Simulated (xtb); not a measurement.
xtb input (GFN1-xTB):

```bash
xtb mol.xyz --gfn 1 --sp --chrg 1 --uhf 0
```
mol.xyz:
```
4

F     -1.21273912     0.27443435    -0.27944097
B     -0.03125301    -0.00290499    -0.02162157
O      1.13937715    -0.22012012     0.31704327
H      1.95589989    -0.69442324     0.08673045
```

End of the output:

```
         :::::::::::::::::::::::::::::::::::::::::::::::::::::
         ::                     SUMMARY                     ::
         :::::::::::::::::::::::::::::::::::::::::::::::::::::
         :: total energy             -11.323450229602 Eh    ::
         :: gradient norm              0.028820383867 Eh/a0 ::
         :: HOMO-LUMO gap              9.775275926038 eV    ::
         ::.................................................::
         :: SCC energy               -11.423590928525 Eh    ::
         :: -> electrostatic           0.185761016715 Eh    ::
         :: repulsion energy           0.100610895444 Eh    ::
         :: dispersion energy         -0.000470196520 Eh    ::
         :: halogen bond corr.         0.000000000000 Eh    ::
         :: add. restraining           0.000000000000 Eh    ::
         :: total charge               1.000000000000 e     ::
         :::::::::::::::::::::::::::::::::::::::::::::::::::::

           -------------------------------------------------
          |                Property Printout                |
           -------------------------------------------------

    * Orbital Energies and Occupations

         #    Occupation            Energy/Eh            Energy/eV
      -------------------------------------------------------------
         1        2.0000           -1.2084104             -32.8825
         2        2.0000           -1.1430569             -31.1042
         3        2.0000           -1.0087606             -27.4498
         4        2.0000           -0.9425393             -25.6478
         5        2.0000           -0.9366836             -25.4885
         6        2.0000           -0.9190348             -25.0082
         7        2.0000           -0.8890333             -24.1918
         8        2.0000           -0.8853009             -24.0903 (HOMO)
         9                         -0.5260661             -14.3150 (LUMO)
        10                         -0.5088626             -13.8469
        11                         -0.4283664             -11.6564
        12                         -0.3010254              -8.1913
        13                          0.0731115               1.9895
        14                          0.9074282              24.6924
      -------------------------------------------------------------
                  HL-Gap            0.3592348 Eh            9.7753 eV
             Fermi-level           -0.7056835 Eh          -19.2026 eV

  Mulliken/CM5 charges         n(s)   n(p)   n(d)
Note: The following floating-point exceptions are signalling: IEEE_DENORMAL
normal termination of xtb
     1F    -0.05700  0.00930   1.771  5.286  0.000
     2B     0.90139  0.78379   0.707  1.391  0.000
     3O    -0.36725 -0.48878   1.630  4.737  0.000
     4H     0.52286  0.69570   0.477  0.000  0.000

Wiberg/Mayer (AO) data.
largest (>0.10) Wiberg bond orders for each atom

 ---------------------------------------------------------------------------
     #   Z sym  total        # sym  WBO       # sym  WBO       # sym  WBO
 ---------------------------------------------------------------------------
     1   9 F    1.480 --     2 B    1.369
     2   5 B    3.039 --     3 O    1.647     1 F    1.369
     3   8 O    2.437 --     2 B    1.647     4 H    0.691
     4   1 H    0.725 --     3 O    0.691
 ---------------------------------------------------------------------------

Topologies differ in total number of bonds
Writing topology from bond orders to xtbtopo.mol

 dipole moment from electron density (au)
     X       Y       Z
   1.2691  -0.6407  -0.2184  total (Debye):    3.656

           -------------------------------------------------
          | TOTAL ENERGY              -11.323450229602 Eh   |
          | GRADIENT NORM               0.028820383867 Eh/α |
          | HOMO-LUMO GAP               9.775275926038 eV   |
           -------------------------------------------------

------------------------------------------------------------------------
------------------------------------------------------------------------
 total:
 SCF:
```

It need not be the lowest isomer of its formula.
